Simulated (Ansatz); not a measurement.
Ansatz (a first-principles code) input (B3LYP-D3(BJ)/def2-TZVP):

Ansatz 0.2 input:
```yaml
crystal:
  periodic: [false, false, false]
  atoms:
    - {symbol: W, position_ang: [-0.04983388, -0.06390797, -0.04952677]}
    - {symbol: O, position_ang: [1.76658929, -0.18117055, -0.57962878]}
    - {symbol: O, position_ang: [-0.41644217, -0.59383319, 1.54559479]}
    - {symbol: O, position_ang: [-0.88918372, 1.36615250, -0.50784335]}
basis:
  gaussian:
    orbitals: def2-TZVP
hamiltonian:
  xc: b3lyp
  dispersion: d3bj
magnetization: {spin_polarized: true, initial_magnetization: 2}
phonons: {temperatures: {t_min: 298.15, t_max: 298.15, t_step: 100}}
```

Output:

```
Functional definition: B3LYP
integrals: 0.05 GiB planned
846 factors; their error is unknown
mean field: 0.58 GiB planned
mean field evaluation 1: about -7952.7946 eV, gradient 7.2e1 eV
mean field evaluation 2: about -7678.8449 eV, gradient 2.4e2 eV
mean field evaluation 4: about -7953.5169 eV, gradient 6.3e1 eV
mean field evaluation 8: about -7970.4978 eV, gradient 5.7e-1 eV
mean field evaluation 16: about -7970.5193 eV, gradient 1.0e-2 eV
mean field evaluation 32: about -7970.4928 eV, gradient 2.3e0 eV
mean field -7970.51931968 eV, -292.9111823861 hartree, gradient 1.5e-5 eV, S^2 2.008215; 4 other end points of the search recorded, 0 dependent functions left out
the calculation of the forces begins
reference -7970.51953922 eV, -292.9111904542 hartree; 20, 18 occupied and 113, 115 virtual orbitals, 846 factors
these checks for a lower state are left out or cut short: stability, starts, cluster_reference, orbital_swaps, neighbouring_geometries, increment
integrals: 0.05 GiB planned
846 factors; their error is unknown
mean field: 0.57 GiB planned
mean field -7970.51924139 eV, -292.9111795092 hartree, gradient 2.0e-6 eV, S^2 2.008162; 0 other end points of the search recorded, 0 dependent functions left out
the calculation of the forces begins
reference -7970.51946096 eV, -292.9111875780 hartree; 20, 18 occupied and 113, 115 virtual orbitals, 846 factors
these checks for a lower state are left out or cut short: stability, starts, cluster_reference, orbital_swaps, neighbouring_geometries, increment
integrals: 0.05 GiB planned
846 factors; their error is unknown
mean field: 0.57 GiB planned
mean field -7970.51924001 eV, -292.9111794584 hartree, gradient 2.8e-6 eV, S^2 2.008271; 0 other end points of the search recorded, 0 dependent functions left out
the calculation of the forces begins
reference -7970.51945953 eV, -292.9111875256 hartree; 20, 18 occupied and 113, 115 virtual orbitals, 846 factors
these checks for a lower state are left out or cut short: stability, starts, cluster_reference, orbital_swaps, neighbouring_geometries, increment
integrals: 0.05 GiB planned
846 factors; their error is unknown
mean field: 0.58 GiB planned
mean field evaluation 64: about -7970.5191 eV, gradient 9.3e-2 eV
mean field -7970.51915076 eV, -292.9111761784 hartree, gradient 2.2e-6 eV, S^2 2.008268; 0 other end points of the search recorded, 0 dependent functions left out
the calculation of the forces begins
reference -7970.51937031 eV, -292.9111842466 hartree; 20, 18 occupied and 113, 115 virtual orbitals, 846 factors
these checks for a lower state are left out or cut short: stability, starts, cluster_reference, orbital_swaps, neighbouring_geometries, increment
integrals: 0.05 GiB planned
846 factors; their error is unknown
mean field: 0.57 GiB planned
mean field -7970.51915356 eV, -292.9111762815 hartree, gradient 1.8e-6 eV, S^2 2.008166; 0 other end points of the search recorded, 0 dependent functions left out
the calculation of the forces begins
reference -7970.51937310 eV, -292.9111843493 hartree; 20, 18 occupied and 113, 115 virtual orbitals, 846 factors
these checks for a lower state are left out or cut short: stability, starts, cluster_reference, orbital_swaps, neighbouring_geometries, increment
integrals: 0.05 GiB planned
846 factors; their error is unknown
mean field: 0.57 GiB planned
mean field -7970.51930305 eV, -292.9111817752 hartree, gradient 1.3e-6 eV, S^2 2.008226; 0 other end points of the search recorded, 0 dependent functions left out
the calculation of the forces begins
reference -7970.51952259 eV, -292.9111898430 hartree; 20, 18 occupied and 113, 115 virtual orbitals, 846 factors
these checks for a lower state are left out or cut short: stability, starts, cluster_reference, orbital_swaps, neighbouring_geometries, increment
integrals: 0.05 GiB planned
846 factors; their error is unknown
mean field: 0.57 GiB planned
mean field -7970.51932905 eV, -292.9111827305 hartree, gradient 1.8e-6 eV, S^2 2.008205; 0 other end points of the search recorded, 0 dependent functions left out
the calculation of the forces begins
reference -7970.51954860 eV, -292.9111907988 hartree; 20, 18 occupied and 113, 115 virtual orbitals, 846 factors
these checks for a lower state are left out or cut short: stability, starts, cluster_reference, orbital_swaps, neighbouring_geometries, increment
integrals: 0.05 GiB planned
846 factors; their error is unknown
mean field: 0.58 GiB planned
mean field evaluation 96: about -7970.5193 eV, gradient 7.4e-4 eV
mean field -7970.51930641 eV, -292.9111818985 hartree, gradient 2.0e-6 eV, S^2 2.008189; 0 other end points of the search recorded, 0 dependent functions left out
the calculation of the forces begins
reference -7970.51952595 eV, -292.9111899664 hartree; 20, 18 occupied and 113, 115 virtual orbitals, 846 factors
these checks for a lower state are left out or cut short: stability, starts, cluster_reference, orbital_swaps, neighbouring_geometries, increment
integrals: 0.05 GiB planned
846 factors; their error is unknown
mean field: 0.58 GiB planned
mean field -7970.51926582 eV, -292.9111804069 hartree, gradient 2.0e-6 eV, S^2 2.008242; 0 other end points of the search recorded, 0 dependent functions left out
the calculation of the forces begins
reference -7970.51948537 eV, -292.9111884751 hartree; 20, 18 occupied and 113, 115 virtual orbitals, 846 factors
these checks for a lower state are left out or cut short: stability, starts, cluster_reference, orbital_swaps, neighbouring_geometries, increment
integrals: 0.05 GiB planned
846 factors; their error is unknown
mean field: 0.57 GiB planned
mean field -7970.51929774 eV, -292.9111815799 hartree, gradient 1.5e-6 eV, S^2 2.008205; 0 other end points of the search recorded, 0 dependent functions left out
the calculation of the forces begins
reference -7970.51951728 eV, -292.9111896478 hartree; 20, 18 occupied and 113, 115 virtual orbitals, 846 factors
these checks for a lower state are left out or cut short: stability, starts, cluster_reference, orbital_swaps, neighbouring_geometries, increment
integrals: 0.05 GiB planned
846 factors; their error is unknown
mean field: 0.58 GiB planned
mean field -7970.51931537 eV, -292.9111822279 hartree, gradient 1.5e-6 eV, S^2 2.008226; 0 other end points of the search recorded, 0 dependent functions left out
the calculation of the forces begins
reference -7970.51953492 eV, -292.9111902961 hartree; 20, 18 occupied and 113, 115 virtual orbitals, 846 factors
these checks for a lower state are left out or cut short: stability, starts, cluster_reference, orbital_swaps, neighbouring_geometries, increment
integrals: 0.05 GiB planned
846 factors; their error is unknown
mean field: 0.58 GiB planned
mean field -7970.51928852 eV, -292.9111812412 hartree, gradient 1.7e-6 eV, S^2 2.008203; 0 other end points of the search recorded, 0 dependent functions left out
the calculation of the forces begins
reference -7970.51950807 eV, -292.9111893094 hartree; 20, 18 occupied and 113, 115 virtual orbitals, 846 factors
these checks for a lower state are left out or cut short: stability, starts, cluster_reference, orbital_swaps, neighbouring_geometries, increment
integrals: 0.05 GiB planned
846 factors; their error is unknown
mean field: 0.57 GiB planned
mean field evaluation 128: about -7970.4997 eV, gradient 6.2e-4 eV
mean field -7970.51931489 eV, -292.9111822101 hartree, gradient 1.7e-6 eV, S^2 2.008228; 0 other end points of the search recorded, 0 dependent functions left out
the calculation of the forces begins
reference -7970.51953443 eV, -292.9111902780 hartree; 20, 18 occupied and 113, 115 virtual orbitals, 846 factors
these checks for a lower state are left out or cut short: stability, starts, cluster_reference, orbital_swaps, neighbouring_geometries, increment
integrals: 0.05 GiB planned
846 factors; their error is unknown
mean field: 0.57 GiB planned
mean field -7970.51920628 eV, -292.9111782187 hartree, gradient 1.5e-6 eV, S^2 2.008261; 0 other end points of the search recorded, 0 dependent functions left out
the calculation of the forces begins
reference -7970.51942580 eV, -292.9111862861 hartree; 20, 18 occupied and 113, 115 virtual orbitals, 846 factors
these checks for a lower state are left out or cut short: stability, starts, cluster_reference, orbital_swaps, neighbouring_geometries, increment
integrals: 0.05 GiB planned
846 factors; their error is unknown
mean field: 0.58 GiB planned
mean field -7970.51915954 eV, -292.9111765011 hartree, gradient 2.1e-6 eV, S^2 2.008172; 0 other end points of the search recorded, 0 dependent functions left out
the calculation of the forces begins
reference -7970.51937910 eV, -292.9111845698 hartree; 20, 18 occupied and 113, 115 virtual orbitals, 846 factors
Total energy: -7970.65640527 eV, -292.9162201888 hartree
Atom 0 at    -0.049834    -0.063908    -0.049527 Å, force    -0.000774     0.000267     0.000433 eV/Å
Atom 1 at     1.766589    -0.181171    -0.579629 Å, force     0.000151     0.000041     0.000005 eV/Å
Atom 2 at    -0.416442    -0.593833     1.545595 Å, force     0.000304    -0.000124    -0.000250 eV/Å
Atom 3 at    -0.889184     1.366153    -0.507843 Å, force     0.000319    -0.000184    -0.000187 eV/Å
Dipole moment:     0.123615    -0.317780    -0.331777 e Å
Vibrations: 126.55 203.11 296.79 622.05 936.37 999.27 cm⁻¹, zero-point energy 0.197391 eV
```

The spin state was set by rule; other spins were not relaxed.
